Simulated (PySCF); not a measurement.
Numbering as in the mapped SMILES `[F:1][B:2]1[NH:3][BH:4][NH:5][BH:6][NH:7]1`; H(Xn) means a hydrogen on atom n.

Geometry: PBE0-D3(BJ)/def2-SVP; GIAO shifts from PySCF 2.14, gas phase, non-relativistic, averaged over equivalent atoms.

At KT3/pcSseg-1 (144 basis functions, 17 s wall time on 1 thread of an Arm Neoverse V1, shared host):
| atoms | δ (ppm) |
| --- | --- |
| F1 | -154.7 |
| B4/B6 | 24.6 |
| B2 | 19.2 |
| N5 | 136.0 |
| N3/N7 | 116.7 |
| H(N5) | 5.31 |
| H(N3)/H(N7) | 4.66 |
| H(B4)/H(B6) | 4.53 |

References, each an isolated molecule treated in the same way: CFCl3 for ¹⁹F (σref 149.45); ¹¹B (σref 100.51) vs BF3·OEt2; ¹⁵N (σref 262.01) against NH3; ¹H (σref 31.32) vs TMS.

Q: Predict the values at LC-wPBE/pcSseg-1 on the same geometry.

A: 
| atoms | δ at LC-wPBE/pcSseg-1 | change |
| --- | --- | --- |
| F1 | -112.2 | +42.5 |
| B4/B6 | 31.0 | +6.4 |
| B2 | 24.2 | +5.0 |
| N5 | 131.9 | -4.1 |
| N3/N7 | 114.2 | -2.5 |
| H(N5) | 5.17 | -0.14 |
| H(N3)/H(N7) | 4.58 | -0.08 |
| H(B4)/H(B6) | 4.84 | +0.31 |

Scale: ¹⁹F (σref 205.86) against CFCl3; BF3·OEt2 for ¹¹B (σref 101.21); NH3 for ¹⁵N (σref 267.73); ¹H (σref 31.33) vs TMS (reference shieldings calculated alike).

The largest change is at F1 (fluorine bonded to B). Cost: 144 basis functions, 21 s wall time on 1 thread of an Arm Neoverse V1, shared host.

Unscaled 19F shifts against computed CFCl3 carry errors that often reach 10 to 50 ppm. Experimental scales use liquid or dissolved standards, which lie at an offset from isolated NH3 (liquid NH3: subtract about 20 ppm).
